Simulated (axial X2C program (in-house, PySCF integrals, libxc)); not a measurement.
**Which molecule has these constants?**

All values come from calculations with an axial X2C code built on PySCF integrals, spin-free (one-electron X2C) or two-component (2c: spin–orbit coupling with atomic mean-field Coulomb and Gaunt terms, which also bring small scalar terms), in Dyall basis sets with cores contracted in-house; open shells are unrestricted.

A two-component PBE0 calculation in a Dyall 3-zeta basis gave Re = 2.352 Å, ωe = 277.7 cm⁻¹, Ω = 1.

Question: Which molecule is it?
A. SiCl⁻
B. SnCl⁻
C. GeCl⁻
D. CCl⁻

Answer: C. The others have SiCl⁻ 2.243 Å and 369.3 cm⁻¹ (Ω = 1); CCl⁻ 1.854 Å and 520.3 cm⁻¹ (Ω = 1); SnCl⁻ 2.534 Å and 248.7 cm⁻¹ (Ω = 1).

Each entry is the lowest single determinant of a limited PBE0 search at one distance. De goes to single-determinant-based atoms at the same level (for ions the charge split of lowest energy) and is withheld (n/a) where an atom does not fit its ground term or J level. Main or longest-lived isotopes. One determinant is a doubtful description, or other states lie close, for GeCl⁻, SiCl⁻, CCl⁻, SnCl⁻; these need not be ground states, and all values refer to the states named. Some open-shell Ω = 0 determinants are out of reach, so the Ω given for GeCl⁻, SiCl⁻, CCl⁻, SnCl⁻ need not be the lowest component. With several unpaired electrons the Ω given is that of one determinant, not necessarily of the lowest component. Some light 2c atoms are not at their ground J level, so De misses part of their lowering (0.04 eV or less). The functionals have no current term, which raises determinants with orbital currents.
